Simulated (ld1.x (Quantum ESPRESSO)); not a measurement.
**What the settings do to the TM potential of germanium (Ge)**

Base potential:

ld1.x (Quantum ESPRESSO) 7.5 input, shortened:

```
&input
   title='Ge', zed=32., rel=1, dft='PBESOL', iswitch=3,
   config='[Ar] 3d10 4s2 4p2 4d-2'
 /
 &inputp
   pseudotype=2, tm=.true., lloc=0,
   nlcc=.true., rcore=0.90
 /
3
4P  2  1   2.00   0.00  2.20  2.20  0.0
4D  3  2  -2.00   0.35  2.20  2.20  0.0
4S  1  0   2.00   0.00  1.35  1.35  0.0
 &test
   configts(1)='4s2 4p2'
 /
```

Cutoffs, loose and tight: the cutoffs (Ry, on a coarse ladder) from which the occupation-weighted sum of valence levels, in a spherical-Bessel basis at the reference potential, stays within 10 and 1 mRy of its value at 400 Ry. They do not see the model core or the augmentation charge, which bear on the density cutoff. Test errors are all-electron minus pseudo excitation energies from the reference, over the configurations 4s2 4p1; 4s2 4p0; 4s1 4p0; 4s2 4p1.5; 4s1 4p2; 4s2 4p2.3; 4s1 4p3. A dash means not determined; rows that change the core or the reference have their own tests.

A true bound ghost makes a file unfit for plane-wave use even where its test errors are small: the radial tests pick states by their node count and pass the ghost by.

| change | outcome | cutoff, loose | cutoff, tight | bound ghosts | largest test error (meV) |
| --- | --- | --- | --- | --- | --- |
| base | generated | 40 Ry | 90 Ry | d | -273 |
| all radii but the core radius scaled by about 0.96 (s 1.30, p 2.12, d 2.12 bohr) | generated | 45 Ry | 140 Ry | p, d | -265 |
| all radii but the core radius scaled by about 1.15 (s 1.56, p 2.54, d 2.54 bohr) | generated | 30 Ry | 40 Ry | none | -302 |
| all radii but the core radius scaled by about 1.26 (s 1.70, p 2.78, d 2.78 bohr) | generated | 25 Ry | 40 Ry | p | -329 |
| all radii but the core radius scaled by about 1.38 (s 1.86, p 3.04, d 3.04 bohr) | generated | 25 Ry | 40 Ry | p | -349 |

Task: What comes out with this change to the base: all radii but the core radius scaled by about 0.88 (s 1.18, p 1.94, d 1.94 bohr)?

Result: outcome: generated; cutoff, loose: 60 Ry; cutoff, tight: 230 Ry; bound ghosts: p, d; largest test error (meV): -232.

Task: What comes out with this change to the base: all radii but the core radius scaled by about 0.79 (s 1.08, p 1.74, d 1.74 bohr)?

Result: outcome: generated; cutoff, loose: 180 Ry; cutoff, tight: 300 Ry; bound ghosts: p, d; largest test error (meV): -159.

Task: What comes out with this change to the base: all radii but the core radius scaled by about 1.05 (s 1.42, p 2.32, d 2.32 bohr)?

Result: outcome: generated; cutoff, loose: 35 Ry; cutoff, tight: 70 Ry; bound ghosts: none; largest test error (meV): -282.

Reading the sweep of the scale of all radii but the core radius (base = 1) (base included, trends over the rows without a ghost): Bound ghosts are found at 0.79, 0.88, 0.96, 1, 1.26, 1.38.
